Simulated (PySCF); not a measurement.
```xyz
3
charge 0 multiplicity 2, angstrom
Cu    0.0000    0.0000   -0.7351
H     0.0000    0.0000   -2.2199
Cl    0.0000    0.0000    1.3869
```

Computed with UPBE0 in PySCF with Cu def2-TZVP, H def2-TZVP, Cl def2-TZVP; no relativity; density-fitted integrals.

This geometry of CuHCl is a stationary point at this level.

Q: What is the point group?

A: C∞v.

Q: Is it a minimum?

A: No: it has 2 imaginary modes (one degenerate set), at 243i cm⁻¹ (π).

Q: Which band is strongest in the infrared?

A: 1952 cm⁻¹ (σ+), 161 km/mol.

Q: What are the dipole moment and the gap between the highest occupied and lowest empty levels of either spin?

A: 2.98 D and 2.57 eV.

Q: Give the atomic charges and bond orders.

A: 
```
atom  Mulliken  Löwdin  polar tensor  spin (Mulliken)  Mayer order to Cu1
 Cu1      0.41    0.18          1.06             0.86                   –
  H2      0.01   -0.08         -0.36             0.15                0.91
 Cl3     -0.41   -0.10         -0.70            -0.01                0.91
```

This need not be the most stable arrangement of these atoms. Other spin states or occupations of the open shell can lie lower. At this level a doublet minimum of Cs symmetry lies 4 kJ/mol below this structure.
